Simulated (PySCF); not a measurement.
**Working out the excitation energy of Se**

Se [Ar] 3d10 4s2 4p4 (3P) → Se [Ar] 3d10 4s1 4p4 4d1 (high-spin determinant). All numbers are calculated (PySCF 2.14, scalar relativity through the core potential, in aug-cc-pVTZ-PP with ECP10MDF (6s5p4d2f, 55 functions)). Frozen: 3s2 3p6 3d10. Energies in hartree (1 hartree = 27.21139 eV):

```csv
part,Se (lower),Se (upper)
UHF,-371.862673,-371.190729
MP2 opposite-spin,-0.078570,-0.059905
MP2 same-spin,-0.023236,-0.026319
```

Q: What does Hartree-Fock give?

A: (-371.190729) − (-371.862673) = 0.671944 hartree = 18.285 eV.

Q: What do MP2 and SCS-MP2 (6/5 opposite-spin, 1/3 same-spin) give?

A: The opposite-spin parts differ by 0.508 eV and the same-spin parts by -0.084 eV. MP2: 18.285 + (0.508) + (-0.084) = 18.709 eV. SCS-MP2: 18.285 + 1.2 × (0.508) + (-0.084)/3 = 18.867 eV.

One determinant mixes LS terms, so it does not stand for a single term.

The upper state lies above the first ionisation limit, where it may autoionise and the basis confines it.
